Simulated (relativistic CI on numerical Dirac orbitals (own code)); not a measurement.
One change at a time: Te34+

Base calculation: Dirac-Coulomb-Breit CI, orbitals from a KLI potential per configuration, model QED, unscaled Slater integrals.

Configurations in the expansion (outside the closed core [Ne]): 3s2 3p6, 3s2 3p5 3d, 3s 3p6 3d, 3s2 3p5 4s, 3s2 3p5 4p, 3s2 3p5 4d, 3s 3p6 4s, 3p6 3d 4p, 3p6 3d2, 3p5 3d3, 3p5 3d2 4s, 3p5 3d2 4p, 3p5 3d2 4d, 3p6 3d 4s, 3p5 3d 4s2, 3p5 3d 4s 4p, 3p5 3d 4s 4d. Double excitations out of closed p, d and f shells are left out; levels of such configurations are missing from the list, as are those of other unlisted configurations, and high levels can miss mixing partners.

Variants: (1) Breit term removed. Shifts of the energy above 3s2 3p6 1S_0, in eV, for the lowest level and the first level of each name with at least 55 % of one term (blank where a level changes its place among those of its configuration and J or its character, or is not in the variant):

```
           Level     Base    Δ(1)
    3s2 3p6 1S_0    0.000   0.000
3s2 3p5 3d 3P°_0  148.749  +0.439
3s2 3p5 3d 3P°_1  153.816  +0.654
3s2 3p5 3d 3F°_3  159.210  +0.748
3s2 3p5 3d 3F°_4  168.766  +1.302
3s2 3p5 3d 3D°_3  179.758  +1.137
3s2 3p5 3d 3D°_1  194.777  +1.064
3s2 3p5 3d 3F°_2  221.256  +1.598
3s2 3p5 3d 1P°_1  253.244  +1.415
  3s 3p6 3d 3D_1  350.753  +0.465
  3s 3p6 3d 3D_2  353.754  +0.604
  3s 3p6 3d 3D_3  364.910  +1.089
  3s 3p6 3d 1D_2  375.189  +0.969
    3p6 3d2 3F_2  711.601  +1.032
```

At this charge energies of transitions that change n are usually good to better than 1 %, and those within a shell (Δn = 0) to a few per cent.

Ionisation energy from the two ground configurations alone: base 2308.87 eV; Breit term removed 2310.56 eV. The NIST ASD value (theoretical) is 2309 eV.

LS names give the leading component of a level, which can be under half, so a name can repeat, a term be missing and a line seem to break the LS rules.
